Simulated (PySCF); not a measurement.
Ga(H)(OH)(OMe) (CH₅GaO₂), SMILES C[O][GaH][OH]. Atoms are numbered in the order given.

```xyz
9

Ga    -0.3709     0.5685     0.0000
H     -1.6279     1.4908     0.0000
O      1.3664     1.0615     0.0000
H      1.4728     2.0301     0.0000
O     -0.5828    -1.2121     0.0000
C      0.4995    -2.1239     0.0000
H      0.4443    -2.7820     0.8971
H      0.4443    -2.7820    -0.8971
H      1.4982    -1.6315     0.0000
```

Coordinates come from a PBE-D3(BJ)/def2-SVP optimisation. The structure was generated by enumeration; whether it is a known compound was not checked. Other conformers were not sampled.

These are CAM-B3LYP/def2-TZVP in PySCF values and carry that method's errors.

The molecule is in vacuum.

- total energy = -2116.58614 hartree
- point group = Cs
- highest occupied level = -9.19 eV
- lowest empty level = 0.25 eV
- orbital gap = 9.43 eV
- dipole moment = 1.83 D
- quadrupole, principal values (traceless, Buckingham form, about the centre of nuclear charge) = -7.42, 1.49, 5.94 D·Å
- mean static polarisability = 46.5 bohr³ (6.89 Å³)
- polarisability, principal values = 36.5, 46.3, 56.7 bohr³
